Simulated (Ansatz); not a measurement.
Calculated with Ansatz (gas phase, PBE0-D4/def2-TZVP geometries, no zero-point term in ΔE). CBS: MP2 limit from def2 TZ/QZ plus the TZ coupled-cluster correction, frozen cores. DFT in def2-TZVPP. B3LYP here is the variant with VWN-RPA as its local correlation; programs differ in this. One conformer a species, not always the lowest.

Consider the isomerisation: `CN[SiH](C)O` → `NCOC[SiH3]`.

Task: Is it downhill or uphill in electronic energy at CCSD(T)/CBS, and by how much? (An estimate is asked.)

Result: The calculation gave: Uphill: ΔE = +325.2 kJ/mol.

Task: What do these levels give: PBE-D4, B3LYP-D4, ωB97X-V, PBE0, B3LYP, HF/def2-TZVPP, MP2/def2-TZVPP, CCSD(T)/def2-TZVPP, HF/def2-QZVPP, MP2/def2-QZVPP, SCS-MP2/def2-QZVPP, MP2/CBS(def2)? (Estimate.)

Result: Computed: PBE-D4 300.1, B3LYP-D4 314.5, ωB97X-V 309.5, PBE0 308.5, B3LYP 310.7, HF/def2-TZVPP 319.7, MP2/def2-TZVPP 333.7, CCSD(T)/def2-TZVPP 317.7, HF/def2-QZVPP 321.5, MP2/def2-QZVPP 338.6, SCS-MP2/def2-QZVPP 329.9, MP2/CBS(def2) 341.2 kJ/mol.

Largest T1 diagnostic among the species: 0.011.

From PBE to PBE0 (25 % exact exchange), in def2-TZVPP and without D4, ΔE moves by +10.7 kJ/mol. The D4 term adds +3.7 kJ/mol with B3LYP and +2.0 kJ/mol with PBE0; it sums over pairs of atoms, weighted by their polarisabilities, and B3LYP, whose exchange is more repulsive, gets the larger term.
